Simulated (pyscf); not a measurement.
**H₂B–O–BH₂ (SMILES BOB), singlet**

Gas-phase minimum from PySCF at ωB97X-D3(BJ)/def2-SVP, one conformer. 

```xyz
7

B     -1.8186    -0.6758     0.1662
O     -0.7065    -0.0242    -0.2030
B      0.4059     0.6271    -0.5721
H     -2.7238    -0.7697    -0.6312
H     -1.8707    -1.1428     1.2811
H      0.4714     1.8181    -0.3690
H      1.2978    -0.0032    -1.0927
```

Bond lengths (Å): B1–O2 1.341, B1–H4 1.210, B1–H5 1.210, O2–B3 1.341, B3–H6 1.210, B3–H7 1.210. Bond angles (°): O2–B1–H4 118.5, O2–B1–H5 118.5, H4–B1–H5 123.0, B1–O2–B3 180.0, O2–B3–H6 118.5, O2–B3–H7 118.5, H6–B3–H7 123.0.

Properties at ωB97X-D3(BJ)/def2-SVP:

```yaml
harmonic_wavenumbers_unscaled: 147, 147, 431, 968, 1000, 1000, 1052, 1052, 1241, 1316, 1612, 2565, 2587, 2679, 2679 cm⁻¹
zero_point_energy: 29.3 kcal/mol
rotational_symmetry_number: 4
Entropy of this conformer at 298 K and 1 atm, rigid rotor and harmonic oscillator, modes under 100 cm⁻¹ raised to 100: 260.5 J/(mol K)
dipole_moment: 0.00 D
```

Single-point totals, which compare only within one level (frozen core for MP2 and CC):

```tsv
level	total energy (hartree)
ωB97X-D3(BJ)/def2-TZVP	-127.48150
PBE/def2-TZVP	-127.24594
r²SCAN/def2-TZVP	-127.34574
B3LYP-D3(BJ)/def2-TZVP	-127.44828
PBE0-D3(BJ)/def2-TZVP	-127.26480
M06-2X/def2-TZVP	-127.37446
ωB97M-D3(BJ)/def2-TZVP	-127.45899
HF/def2-TZVPP	-126.67075
MP2/def2-TZVPP	-127.10857
CCSD/def2-TZVPP	-127.13709
CCSD(T)/def2-TZVPP	-127.15301
```

Soft torsions are taken as harmonic, which can shift the entropy by several J/(mol K). The CCSD(T) − MP2 part came from Ansatz, without density fitting, on the same reference.
